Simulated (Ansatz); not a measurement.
## Reading a saddle point

A first-order saddle point of SiH₃Br, closed shell, PBE0-D4/def2-TZVP, with one imaginary mode of 520i cm⁻¹:

```xyz
5
angstrom
Si 0.2779 0.9427 0.0749
Br -0.6531 -1.6095 -0.5875
H -0.7134 -0.4684 -1.4791
H -0.4632 0.8310 1.3947
H 1.5518 0.3040 0.5970
```

Program: Ansatz 0.2.0. Basis: def2-TZVPP and def2-QZVPP. Cores are frozen in the correlated methods. Filled d shells of the heavier atoms are correlated. The def2 sets are not built for correlating such inner shells, so the correlated values are less sure here. Extrapolation: Hartree–Fock as exp(−7.88 √X), correlation as X^−2.97.

(1) Which contacts change along the imaginary mode, and what lies on either side? (A judgement: the text doesn't fix the answer.)

(2) Which side is lower, and how far does the saddle lie above each? (An estimate is asked for; the value comes from the calculation.)

The T1 diagnostic stays at or below 0.010. The restricted Hartree–Fock reference is unstable towards an unrestricted one at one or more of these structures.

Answers

(1) The calculation gives: The step is SiH₃Br ([SiH3][Br]) → SiH₂ + HBr (still joined by a long Si–Br bond), with the molecules in contact on both sides. Shortening one way: Br2–H3; lengthening the same way: Si1–Br2, Si1–H3.
```json
{"pair": "Br2–H3", "one side (Å)": "3.03", "saddle (Å)": "1.45", "other side (Å)": "1.43"}
{"pair": "Si1–Br2", "one side (Å)": "2.22", "saddle (Å)": "2.80", "other side (Å)": "2.63"}
{"pair": "Si1–H3", "one side (Å)": "1.48", "saddle (Å)": "2.32", "other side (Å)": "3.18"}
```

(2) Computed: The side with Si1–Br2, Si1–H3 short is lower by 292.6 kJ/mol; the saddle lies 309.6 kJ/mol above it and 17.0 kJ/mol above the other (CCSD(T) at an estimated basis limit (MP2 extrapolated from triple and quadruple zeta, plus CCSD(T) − MP2 in triple zeta); electronic energies).

Losses and insertions of silylenes and their heavier kin drive the gas-phase chemistry of silicon and germanium vapour deposition.

Labels in which every atom is bracketed show which atoms are joined, not bond orders.

For scale, one of the runs: CCSD(T)/def2-TZVPP, 132 basis functions, launched by `ansatz run in.yaml --threads 2 --pin off --events-out ev --progress --plain --max-ram 4352MiB`. Hardware: 2 CPU threads of an Intel Xeon 6975P-C, shared host. Wall time 4.5 s; peak host memory 0.69 GiB.
